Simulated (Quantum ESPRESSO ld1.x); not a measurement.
The numbers below are computed, except where a source is named.
The aim is neutral bromine in [Ar] 3d10 4s2 4p5. This ld1.x (Quantum ESPRESSO 7.5) run was made with `OMP_NUM_THREADS=1 ld1.x < ld1.in > ld1.out`. Can the result be used? Name any fault.

```
 &input
    zed=35.0,
    iswitch=7,
    rel=1,
    lsd=1,
    dft='PW',
    config='[Ar] 3d10 4s2 4p5',
    prefix='ld1',
    max_out_wfc=37,
    file_charge='ld1.rho',
 /
```

Output (excerpt):

```
     Program LD1 v.7.5 starts

 %%%%%%%%%%%%%%%%%%%%%%%%%%%%%%%%%%%%%%%%%%%%%%%%%%%%%%%%%%%%%%%%%%%%%%%%%%%%%%
     Error in routine ld1_readin (1):
     wrong iswitch
 %%%%%%%%%%%%%%%%%%%%%%%%%%%%%%%%%%%%%%%%%%%%%%%%%%%%%%%%%%%%%%%%%%%%%%%%%%%%%%

     stopping ...
```

Answer. No (refused). The line at issue: iswitch=7. The program stops in ld1_readin with "wrong iswitch": iswitch takes 1 to 4. The sound input gives -2603.1215 hartree.
